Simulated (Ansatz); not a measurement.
Relaxation of CH6BF2P (11 atoms, charge 0, multiplicity 1), to a largest force component of 0.03 eV/Å in at most 50 steps.

All numbers below come from Ansatz 0.2.0, RHF/6-31G*.

```xyz
11
Properties=species:S:1:pos:R:3
B -0.286 -0.259 -0.103
F -0.275 -0.460 1.201
F 0.893 -0.096 -0.662
C -1.615 -0.271 -0.931
H -1.897 -1.299 -1.158
H -2.434 0.170 -0.373
H -1.508 0.256 -1.872
P 0.502 2.569 0.949
H 0.568 3.529 1.968
H 1.867 2.581 0.633
H 0.542 1.429 1.777
```

Where does it end, and by what steps?

It converged. The force dipped under the threshold on the way, but the program's further checks kept it going. After 23 steps the energy has fallen by 0.251 eV; H11 moved furthest, 1.28 Å.

```
step  energy less start (eV)  largest force component (eV/Å)  accepted
   0                  0.0000                           0.692       yes
   1                 -0.1531                           0.252       yes
   2                 -0.2043                           0.465       yes
   3                 -0.1898                           0.831        no
   4                 -0.2204                           0.045       yes
   5                 -0.2263                           0.106       yes
   6                 -0.2328                           0.146       yes
   7                 -0.2358                           0.303       yes
   8                 -0.2406                           0.187       yes
   9                 -0.2440                           0.073       yes
  10                 -0.2440                           0.074       yes
  11                 -0.2447                           0.060       yes
  12                 -0.2440                           0.290        no
  13                 -0.2465                           0.095       yes
  14                 -0.2468                           0.155       yes
  15                 -0.2481                           0.075       yes
  16                 -0.2485                           0.105       yes
  17                 -0.2490                           0.093       yes
  18                 -0.2492                           0.143       yes
  19                 -0.2499                           0.058       yes
  20                 -0.2502                           0.004       yes
  21                 -0.2505                           0.016       yes
  22                 -0.2505                           0.063       yes
  23                 -0.2507                           0.025       yes
```

```xyz
11
Properties=species:S:1:pos:R:3
B -0.440 -0.697 -0.129
F -0.642 -1.220 1.060
F 0.816 -0.586 -0.505
C -1.638 -0.288 -1.056
H -2.144 -1.180 -1.418
H -2.374 0.286 -0.502
H -1.317 0.289 -1.915
P 0.635 2.566 1.274
H 0.319 3.738 1.975
H 1.587 3.157 0.431
H 1.557 2.083 2.213
```

Whether the end is a true minimum wasn't checked by a vibrational analysis.

Run time: 54 s on 1 thread of Arm Neoverse V2, on a shared host, peak memory 0.17 GiB.
